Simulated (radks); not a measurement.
Initial-state core-level shifts of neutral zirconium when its valence configuration changes from [Kr] 4d2 5s2. Method: non-relativistic Kohn-Sham, PBEsol, spin-polarised, spherical densities, point nucleus; open shells are filled with parallel spins first (spin-orbit coupling, left out, can overturn this in heavy ions); relativity is left out, which matters for an element this heavy; computed with a radial shooting solver on a logarithmic mesh with Libxc functionals. Shifts are changes of the shell-averaged eigenvalues in eV (positive: less bound); the change of the density at the nucleus, which sets a Mossbauer isomer shift, is in e/bohr^3, on a base of 4.447e+04.

valence,1s,2s,3s,4s,density at nucleus
4d4,+4.468,+4.776,+4.711,+4.482,-10.799
4d1 5s2 5p1,-4.293,-4.533,-4.443,-4.085,+3.358
4d2 5s1 5p1,-0.941,-0.944,-0.950,-0.932,-4.157
4d3 5s1,+2.653,+2.818,+2.774,+2.620,-5.609
4d3.5 5s0.5,+3.641,+3.882,+3.826,+3.624,-8.350
5s2 5p2,-8.976,-9.531,-9.289,-8.344,+7.348
4d1.5 5s2 5p0.5,-2.093,-2.203,-2.165,-2.013,+1.591
4d2 5p2,-2.025,-2.010,-2.026,-2.008,-9.611
